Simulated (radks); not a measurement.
Q: Radial electron density D(r) = 4 pi r^2 rho(r) of an atom or ion with 10 electrons. Calculated with a radial shooting solver on a logarithmic mesh with Libxc functionals: scalar-relativistic Kohn-Sham, BLYP, spin-polarised, spherical densities, finite nucleus; Fermi nuclear charge, rms radius of each element as measured or else 0.836 A^(1/3) + 0.57 fm.

```
   r/bohr * D(r) (the largest magnitude, 14.6, reaches the edge; | marks zero)
  0.01056 |     *
  0.01171 |      *
  0.01289 |       *
  0.01431 |         *
  0.01587 |          *
  0.01747 |            *
  0.01939 |              *
  0.02151 |                 *
  0.02368 |                   *
  0.02628 |                      *
  0.02892 |                          *
  0.03209 |                             *
  0.03561 |                                 *
   0.0392 |                                    *
  0.04349 |                                        *
  0.04788 |                                           *
  0.05312 |                                               *
  0.05895 |                                                  *
  0.06489 |                                                    *
    0.072 |                                                     *
  0.07989 |                                                      *
  0.08794 |                                                      *
  0.09758 |                                                    *
   0.1074 |                                                  *
   0.1192 |                                               *
   0.1322 |                                           *
   0.1456 |                                        *
   0.1615 |                                    *
   0.1792 |                                  *
   0.1973 |                                *
   0.2189 |                               *
    0.241 |                                *
   0.2674 |                                  *
   0.2967 |                                     *
   0.3266 |                                        *
   0.3624 |                                           *
   0.3989 |                                              *
   0.4426 |                                               *
   0.4911 |                                              *
   0.5406 |                                            *
   0.5998 |                                        *
   0.6656 |                                  *
   0.7326 |                             *
   0.8129 |                      *
   0.8948 |                 *
   0.9929 |            *
    1.102 |       *
    1.213 |    *
    1.346 |  *
    1.493 | *
    1.644 |*
    1.824 *
    2.007 *
    2.228 *
```

What is the nuclear charge?

A: Z = 13. The innermost maximum, from 1s, lies near gamma/Z bohr with gamma = sqrt(1 - (Z/c)^2) = 0.995, here 0.0766 bohr (found: 0.0805), and its height grows with Z. The density is that of the aluminium ion Al3+ in [Ne]; the configuration itself is not fixed sharply by these data, and Z only to about a unit. D(r) has 2 maxima, at r = 0.0805, 0.446 bohr, and minima at 0.215 bohr, inside which lie 2.21 electrons.
